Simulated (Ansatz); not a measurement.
`N#C[CH2][AlH2]` and `CCCC#N` differ in one atom or group.

Ansatz, PBE0-D4/def2-TZVP geometries, multiplicity 1. Each molecule was computed in one conformer, which needn't be the lowest.

```json
{"property": "size of the dipole moment (ωB97M-V/def2-TZVPP) / D", "`N#C[CH2][AlH2]`": "4.10"}
{"property": "LUMO energy (ωB97M-V/def2-TZVPP) / eV", "`N#C[CH2][AlH2]`": "-0.18"}
{"property": "HOMO energy (PBE0/def2-TZVPP) / eV", "`N#C[CH2][AlH2]`": "-8.32"}
{"property": "LUMO energy (B3LYP/def2-TZVPP) / eV", "`N#C[CH2][AlH2]`": "-2.03"}
{"property": "HOMO energy (B3LYP/def2-TZVPP) / eV", "`N#C[CH2][AlH2]`": "-8.10"}
{"property": "HOMO–LUMO gap (ωB97M-V/def2-TZVPP) / eV", "`N#C[CH2][AlH2]`": "10.32"}
```

Problem. Give the same properties after the change, and the shifts. (Best estimate.)

Solution. Ansatz gave: 
| property | `CCCC#N` | shift |
| --- | --- | --- |
| size of the dipole moment (ωB97M-V/def2-TZVPP) / D | 4.22 | 0.12 |
| LUMO energy (ωB97M-V/def2-TZVPP) / eV | 2.08 | 2.26 |
| HOMO energy (PBE0/def2-TZVPP) / eV | -9.25 | -0.93 |
| LUMO energy (B3LYP/def2-TZVPP) / eV | 0.25 | 2.28 |
| HOMO energy (B3LYP/def2-TZVPP) / eV | -9.01 | -0.91 |
| HOMO–LUMO gap (ωB97M-V/def2-TZVPP) / eV | 13.66 | 3.34 |

With PBE0 the HOMO falls by 0.93 eV and the LUMO rises by 2.39 eV, so the gap widens by about 3.32 eV. PBE moves the HOMO by -0.80 eV and ωB97M-V by -1.08 eV. The zero-point energy changes by 143.4 kJ/mol with +12 modes. Dipoles are sizes alone; their direction can turn.

B3LYP here is the variant with VWN-RPA as its local correlation; programs differ in this.
